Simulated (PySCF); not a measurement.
SMILES [H]/N=C\c1nsnc1F, C3H2FN3S

Cartesian coordinates in Å; atom numbers follow the order of the lines, from 1:
```xyz
10

N    -2.302   -0.176    0.561
C    -1.342    0.238   -0.135
C     0.075   -0.055    0.061
N     0.530   -0.823    1.038
S     2.136   -0.929    0.958
N     2.334    0.011   -0.345
C     1.155    0.421   -0.735
F     1.018    1.211   -1.784
H    -2.030   -0.778    1.338
H    -1.565    0.884   -0.979
```

The calculation used GIAO B97-2/pcSseg-1 magnetisability, rotational g tensor and spin-rotation constants, non-relativistic, gas phase (PySCF). Geometry: GFN2-xTB.

Task: What are the magnetisability and the molar susceptibility?

Result: Isotropic -955 × 10⁻³⁰ J/T², or -57.5 × 10⁻⁶ cm³/mol; principal values -1560, -707, -598 × 10⁻³⁰ J/T², anisotropy 913 × 10⁻³⁰ J/T² (root of half the summed squared differences of the principal values). The susceptibility is in cgs units.

Task: Split it along the inertial axes a, b, c into diamagnetic and paramagnetic parts about the centre of mass, with the quadrupole moment.

Result: 
```csv
axis,χ (10⁻⁶ cm³/mol),diamagnetic (10⁻⁶ cm³/mol),paramagnetic (10⁻⁶ cm³/mol),summed x² of all electrons (Å²),quadrupole Θ (D Å)
a,-42.4,-480.4,438.0,171.4,-8.97
b,-36.1,-772.1,736.0,102.7,+4.05
c,-94.0,-1162.8,1068.8,10.6,+4.92
```
Anisotropies 2χaa − χbb − χcc = +45.3 and 2χbb − χaa − χcc = +64.1 × 10⁻⁶ cm³/mol. Θ is traceless in Buckingham's convention.

Task: And the rotational g tensor?

Result: 
| axis | rotational constant (GHz) | g | nuclear part | electronic part |
| --- | --- | --- | --- | --- |
| a | 2.7361 | -0.0615 | 0.5015 | -0.5630 |
| b | 1.6536 | -0.0480 | 0.5238 | -0.5717 |
| c | 1.0307 | -0.0022 | 0.5154 | -0.5175 |

Asymmetric top; isotopes 12C, 19F, 1H, 14N, 32S; no vibrational averaging.
